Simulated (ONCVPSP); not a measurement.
# Before and after: ONCV potential for F (Z = 9)

- Element: fluorine
- Generator: ONCVPSP 4.0.1
- Type: optimised norm-conserving Vanderbilt (ONCV)
- Functional: PBE
- Relativity: non-relativistic
- Frozen core: [He]
- Valence charge: 7
- Reference configuration: 2s1 2p6
- Partial waves: 2s: rc 0.80 bohr, ncon 4, nbas 8, qcut 10.5 1/bohr, 2 projectors, debl 1.1 Ha; 2p: rc 1.30 bohr, ncon 5, nbas 9, qcut 13.4 1/bohr, 3 projectors, debl 2.5 Ha; d scattering state at 0.24 Ha: rc 1.10 bohr, ncon 4, nbas 9, qcut 7.6 1/bohr, 1 projector
- Local potential: polynomial inside 0.60 bohr (lpopt 5, dvloc0 6 Ha)
- Core correction: none

In the s channel the program set the typed energies aside and used -1.113, 0.250 Ha.

All-electron outer shells of the reference configuration (PBE, non-relativistic, ld1.x):

```json
{"shell": "1s", "level (eV)": "-663.25", "outermost node (bohr)": "–", "outermost maximum (bohr)": "0.11"}
{"shell": "2s", "level (eV)": "-30.29", "outermost node (bohr)": "0.24", "outermost maximum (bohr)": "0.76"}
{"shell": "2p", "level (eV)": "-11.54", "outermost node (bohr)": "–", "outermost maximum (bohr)": "0.71"}
```

Change: s: qcut 10.6.

Cutoffs: the cutoffs (Ha) at which the residual kinetic energy of the hardest occupied pseudo-wave falls to 1 and 0.1 mHa per electron; they do not see the model core or the augmentation charge, which bear on the density cutoff. Errors are all-electron minus pseudo energies relative to the spin-unpolarised reference configuration.

Q: How do hardness, ghosts and transferability respond?

A: The potential gets softer (52 Ha and 123 Ha → 52 Ha and 96 Ha); the errors of the 4 common tests hardly move; neither file shows a bound ghost.

| quantity | base | changed |
| --- | --- | --- |
| cutoff, loose | 52 Ha | 52 Ha |
| cutoff, tight | 123 Ha | 96 Ha |
| loose cutoff by channel | s 48 Ha, p 52 Ha | s 48 Ha, p 52 Ha |
| bound ghosts | none | none |
| GHOST(+) flags under 300 eV | none | none |
| error for 2s2 2p5, meV [ΔE -18.72 eV] | +13 | +13 |
| error for 2s2 2p4, meV [ΔE 0.68 eV] | +57 | +57 |
| error for 2s2 2p3, meV [ΔE 39.07 eV] | +197 | +196 |
| error for 2s2 2p1, meV [ΔE 185.51 eV] | +1385 | +1382 |
| s: phases at 0.81 bohr within 0.05 rad from the reference energy up to (Ha; the scan ends near 5) | to the end of the scan | to the end of the scan |
| p: phases at 1.32 bohr within 0.05 rad from the reference energy up to (Ha; the scan ends near 5) | to the end of the scan | to the end of the scan |
| d: phases at 1.12 bohr within 0.05 rad from the reference energy up to (Ha; the scan ends near 5) | to the end of the scan | to the end of the scan |
